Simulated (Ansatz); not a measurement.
Geometry optimisation, Ansatz, DFT PBE, scalar-relativistic, plane waves, PAW.

The input (input.yaml):

```yaml
crystal:
  lattice:
    - [-2.29, -3.966396, 0.0]
    - [3.435, -1.983198, 0.0]
    - [0.0, 0.0, 7.17686]
  atoms:
    - { symbol: Be, position: [0.75, 0.5, 0.0] }
    - { symbol: Be, position: [0.5, 0.3333333, 0.25] }
    - { symbol: Be, position: [0.75, 0.5, 0.5] }
    - { symbol: Be, position: [0.5, 0.3333333, 0.75] }
    - { symbol: Be, position: [0.5, 0.0, 0.0] }
    - { symbol: Be, position: [0.25, 0.8333333, 0.25] }
    - { symbol: Be, position: [0.5, 0.0, 0.5] }
    - { symbol: Be, position: [0.25, 0.8333333, 0.75] }
    - { symbol: Be, position: [0.25, 0.5, 0.0] }
    - { symbol: Be, position: [0.0, 0.3333333, 0.25] }
    - { symbol: Be, position: [0.25, 0.5, 0.5] }
    - { symbol: Be, position: [0.0, 0.3333333, 0.75] }
    - { symbol: Be, position: [0.0, 0.0, 0.0] }
    - { symbol: Be, position: [0.75, 0.8333333, 0.25] }
    - { symbol: Be, position: [0.0, 0.0, 0.5] }
    - { symbol: Be, position: [0.75, 0.8333333, 0.75] }
    - { symbol: Li, position: [0.4969112, 0.6627455, 0.6312704] }
basis:
  ecutwfc: 420.0
kpoints:
  mp_grid: { grid: [4, 4, 3] }
hamiltonian:
  xc: pbe
scf:
  occupations: { method: gaussian, width: 0.1 }
  lower_state_search: "off"
relax:
  f_tol: 0.03
  max_steps: 60
  adjacent_minimum: "off"
```

Command:

```bash
$ ansatz run input.yaml --threads 1 --pin off --max-ram 3072MiB --backend cpu --events-out ev --progress --plain --runs-dir out
```

Problem. Where does it end, and by what steps?

Solution. The run converged. Limits of this set-up: coarse k mesh. After 13 steps the energy has fallen by 4.612 eV; Be8 moved furthest, 1.14 Å.

| step | energy less start (eV) | largest force component (eV/Å) | accepted |
| --- | --- | --- | --- |
| 0 | 0.0000 | 3.998 | yes |
| 1 | -1.9726 | 2.568 | yes |
| 2 | -3.6203 | 0.549 | yes |
| 3 | -3.6421 | 0.781 | yes |
| 4 | -3.8972 | 0.322 | yes |
| 5 | -4.0418 | 0.312 | yes |
| 6 | -4.2552 | 0.331 | yes |
| 7 | -4.3761 | 0.393 | yes |
| 8 | -4.5299 | 0.184 | yes |
| 9 | -4.5882 | 0.105 | yes |
| 10 | -4.5767 | 0.209 | no |
| 11 | -4.6008 | 0.049 | yes |
| 12 | -4.6112 | 0.033 | yes |
| 13 | -4.6118 | 0.009 | yes |

```xyz
17
Lattice="-2.2900 -3.9664 0.0000 3.4350 -1.9832 0.0000 0.0000 0.0000 7.1769" Properties=species:S:1:pos:R:3
Be -0.017 -3.911 -0.010
Be -0.144 -2.616 1.745
Be -0.019 -3.912 3.505
Be -0.313 -2.858 5.337
Be -1.229 -1.999 -0.013
Be 2.083 -2.612 1.742
Be -1.228 -1.997 3.501
Be 3.382 -2.953 5.327
Be 0.887 -1.862 -0.020
Be 0.980 -0.608 1.745
Be 0.888 -1.862 3.509
Be 1.761 -0.894 5.338
Be -0.287 0.077 -0.028
Be 1.022 -4.622 1.744
Be -0.287 0.076 3.509
Be 1.270 -4.868 5.328
Li 1.549 -2.884 5.333
```

Whether the end is a true minimum wasn't checked by a vibrational analysis.

Time of the run: 81 s on 1 thread of Arm Neoverse V2 (shared host), peak memory 0.36 GiB.
